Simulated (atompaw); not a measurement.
## Before and after: PAW (atompaw) potential for C

atompaw 4.2.0.5 input, output lines left out:

```
C 6
GGA-PBE loggrid 1500 logderivrange -3 5 201
2 2 0 0 0 0
2 1 2
0 0 0
c
v
v
2
2.70 2.15 1.85 1.90
y
0.85
n
y
0.9
n
y
0.4
n
custom polynom vanderbiltortho sinc
bessel
1.35
1.35
2.70
2.70
2.70
```

Change: wave 2s (bound): rc 1.35 bohr becomes 2s (bound): rc 1.86 bohr.

Cutoffs: the cutoffs (Ry, on a coarse ladder) from which the occupation-weighted sum of valence levels, in a spherical-Bessel basis at the reference potential, stays within 10 and 1 mRy of its value at 400 Ry; they do not see the model core or the augmentation charge, which bear on the density cutoff.

What does the change do?

The potential gets softer (15 Ry and 30 Ry → 10 Ry and 12 Ry); neither file shows a bound ghost.

```tsv
quantity	base	changed
cutoff, loose	15 Ry	10 Ry
cutoff, tight	30 Ry	12 Ry
bound ghosts	none	none
s: phases at 2.71 bohr within 0.05 rad from the reference energy up to (Ry; the scan ends near 5)	to the end of the scan	to the end of the scan
p: phases at 2.71 bohr within 0.05 rad from the reference energy up to (Ry; the scan ends near 5)	1.6	1.6
d: phases at 2.71 bohr within 0.05 rad from the reference energy up to (Ry; the scan ends near 5)	3.6	3.6
lowest overlap eigenvalue by channel	s 0.36, p 0.92, d 1.00	s 0.83, p 0.92, d 1.00
```

 The cutoffs see the waves, projectors and local potential, not the compensation charge or the core.
